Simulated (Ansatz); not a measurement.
GeH4O (SMILES [OH][GeH3]) moved off its minimum; all values from Ansatz (a first-principles code), cores frozen in correlated methods.
(charge 0, multiplicity 1)
```xyz
6

Ge    -0.34647     0.06715     0.00104
O      1.40184    -0.39901    -0.35921
H     -0.54674    -0.10767     1.55295
H     -1.22429    -0.81760    -0.78653
H     -0.64810     1.56476    -0.26599
H      2.01672     0.13158    -0.00504
```

```tsv
level	largest force (eV/Å)	on atom	rms difference from CCSD(T)/aug-cc-pVTZ (eV/Å)	dipole (D)
HF/def2-TZVPP	5.22	O2	0.425	1.50
PBE/def2-TZVPP	6.14	O2	0.163	1.20
r2SCAN/def2-TZVPP	5.96	O2	0.083	1.26
B3LYP/def2-TZVPP	5.79	O2	0.078	1.31
wB97M-V/def2-TZVPP	5.87	O2	0.112	1.34
MP2/aug-cc-pVTZ	5.98	O2	0.064	1.36
CCSD(T)/aug-cc-pVTZ	5.91	O2	0.000	1.36
```

The differences count from one level among others, with limits of its own. Forces at CCSD(T)/aug-cc-pVTZ (eV/Å):

| atom | Fx | Fy | Fz |
|---|---|---|---|
| Ge1 | 1.720 | 0.687 | 1.380 |
| O2 | -4.743 | -2.823 | -2.100 |
| H3 | -0.012 | -0.099 | -0.435 |
| H4 | -0.550 | -0.803 | -0.718 |
| H5 | 0.169 | -0.077 | -0.219 |
| H6 | 3.417 | 3.115 | 2.093 |
